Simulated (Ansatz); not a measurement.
**Worked example: C2H2FI + SiH3I → C2HFI2 + SiH4**

Species: C2H2FI `C=C(F)I`, singlet; SiH3I `[SiH3]I`, singlet; C2HFI2 `F/C(I)=C\I`, singlet; SiH4 (silane) `[SiH4]`, singlet. The partners trade H for I: C–H and Si–I bonds give way to C–I and Si–H.

Shapes, held fixed at every level: PBE0-D4/def2-TZVP. Programs: Ansatz 0.2.0. The zero-point and thermal change to 298 K, harmonic and unscaled (PBE0-D4/def2-TZVP), is -8.1 kJ/mol.

At CCSD(T)/def2-TZVPP; 1 Eh = 2625.50 kJ/mol:

| species | energy (Eh) |
| --- | --- |
| C2H2FI | -474.112677 |
| SiH3I | -588.021398 |
| C2HFI2 | -770.650821 |
| SiH4 | -291.435642 |

Question: Work out ΔH(298 K) of the reaction at this level.

Answer: 
1. Products less reactants: (-770.650821) + (-291.435642) − [(-474.112677) + (-588.021398)] = 0.047612 Eh = +125.0 kJ/mol.
2. With the thermal change: +125.0 + (-8.1) = +116.9 kJ/mol.

Other levels give +116.7 (PBE-D4/def2-TZVPP) to +141.3 kJ/mol (HF/def2-TZVPP). No measured value is set beside it here. For atoms past krypton def2 sets carry core potentials with scalar relativity. Outer-core shells of I are correlated, in sets that cover them unevenly.
